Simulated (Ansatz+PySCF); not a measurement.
Two shapes of doublet CuCl₂.

Shape 1:

```xyz
3

Cu    0.0000    0.0000    0.0000
Cl    0.0000    0.0000    2.0350
Cl    0.0000    0.0000   -2.0350
```

Shape 2:

```xyz
3

Cu    0.0000    0.0000    0.0000
Cl    0.0000    0.0000    2.1164
Cl    0.0000    0.0000   -2.1164
```

Basis set: def2-SVP (spherical functions). Correlated methods keep 15 orbitals frozen. Correlation on ROHF uses semicanonical orbitals with singles. Charge 0, multiplicity 2.

Computed with Ansatz (development build ahead of 0.2.0); each method stands on the lowest determinant of its kind that the runs found.

**Question.** Which shape is lower in energy, and by how much in each method?

**Answer.**

| method | E(2) − E(1) (eV) |
| --- | --- |
| UHF | -0.244 |
| ROHF-MP2 | -0.135 |
| PBE (unrestricted) | -0.060 |
| ωB97X (restricted open-shell) | 0.010 |
| ωB97X (unrestricted) | 0.012 |

The methods disagree on the order.
